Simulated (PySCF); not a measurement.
**Two-component Hartree-Fock for Pd⁺ (palladium, charge +1)**

Start: [Kr] 4d8 5p1; 4d3/2 filled at m_j = -1/2, +1/2, +3/2; 4d5/2 filled at m_j = -3/2, -1/2, +1/2, +3/2, +5/2; 5p3/2 filled at m_j = +3/2. Calculated with PySCF 2.14 in x2c-TZVPall-2c: generalised Hartree-Fock with the X2C-1e Hamiltonian and a Gaussian nucleus; one run each with spin-orbit coupling (SO) switched off, then screened by Boettger's factors. This is a chosen level, not necessarily the ground level.

| spinor shell | electrons | ε, spin-free (eV) | ε, screened SO (eV) | weight of nominal j (screened SO) | rms radius, screened SO (bohr) |
| --- | --- | --- | --- | --- | --- |
| 1s1/2 | 2 | -24493.3 | -24491.5 | 1.000 | 0.0365 |
| 2s1/2 | 2 | -3675.3 | -3674.8 | 1.000 | 0.150 |
| 2p1/2 | 2 | -3290.1 | -3400.4 | 1.000 | 0.130 |
| 2p3/2 | 4 | -3290.1 | -3239.0 | 1.000 | 0.135 |
| 3s1/2 | 2 | -713.33 | -713.20 | 1.000 | 0.403 |
| 3p1/2 | 2 | -583.49 | -603.45 | 1.000 | 0.399 |
| 3p3/2 | 4 | -583.49 | -574.21 | 1.000 | 0.409 |
| 3d3/2 | 4 | -377.61 | -381.23 | 0.997 | 0.387 |
| 3d5/2 | 6 | -377.61 | -375.09 | 0.998 | 0.390 |
| 4s1/2 | 2 | -122.60 | -122.60 | 1.000 | 1.01 |
| 4p1/2 | 2 | -82.881 | -87.515 | 0.948 | 1.10 |
| 4p3/2 | 4 | -82.881 | -80.717 | 0.974 | 1.12 |
| 4d5/2 | 5 | -26.618 | -26.590 | 0.623 | 1.51 |
| 4d3/2 | 3 | -26.618 | -26.855 | 0.658 | 1.49 |
| 5p3/2 | 1 | -10.186 | -10.104 | 1.000 | 4.18 |

| quantity | spin-free | screened SO |
| --- | --- | --- |
| E (hartree) | -5041.81623 | -5042.67943 |
| M_J | 11/2 | 11/2 |
| ⟨J²⟩ | 35.766 | 35.765 |
| ⟨L²⟩ | 20.012 | 20.085 |
| ⟨S²⟩ | 3.754 | 3.748 |

Each row is a mean over spinors that exchange with the open shell spreads, by up to 8.095 eV (4p3/2).

Rows whose weight is well below 1 are mixtures of j = l ± 1/2: exchange outweighs spin-orbit coupling there, and the label is only the starting occupation.

Breit and QED terms are absent; they matter most for the inner s and p1/2 levels.

Densities and radii are taken from the X2C orbitals without a picture-change correction, which distorts them close to the nucleus.

Without spin-orbit coupling the j labels of p, d and f shells carry no meaning; the spin-free column gives the mean over the occupied spinors of each nl shell.
